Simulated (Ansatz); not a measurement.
System: C2H4BF2, charge 0, multiplicity 2. It need not be the lowest isomer of its formula. 
Structure (B3LYP-D3(BJ)/def2-TZVP (Ansatz, a quantum-chemistry and plane-wave program) minimum search):
```xyz
9

C     -2.0548     0.2135    -0.0092
C     -0.8007    -0.3807    -0.5344
B      0.5948    -0.0695    -0.0062
F      0.7901     0.7866     0.9976
F      1.6851    -0.6366    -0.5205
H     -1.8748     0.9093     0.8092
H     -2.7403    -0.5668     0.3442
H     -2.5990     0.7434    -0.8008
H     -0.9035    -1.0857    -1.3537
```
Charge 0, spin multiplicity 2.

Atomisation energy built up term by term with Ansatz (kcal/mol; UHF references for open shells; valence terms freeze the core; atomic spin-orbit terms are left out). Basis-set limits of correlation are two-point, X^-3; Hartree-Fock from the larger set.

```tsv
term	basis	kcal/mol
Hartree-Fock	cc-pVQZ	706.27
CCSD correlation	CBS(cc-pVTZ,cc-pVQZ)	189.43
(T)	CBS(cc-pVTZ,cc-pVQZ)	12.80
core correlation	cc-pwCVTZ	3.75
scalar relativity (X2C)	cc-pVTZ-DK against cc-pVTZ	-0.84
sum: De		911.4
```

(T) makes 1.4 % of the CCSD(T) atomisation energy; under 5 % is typical of single-reference molecules.
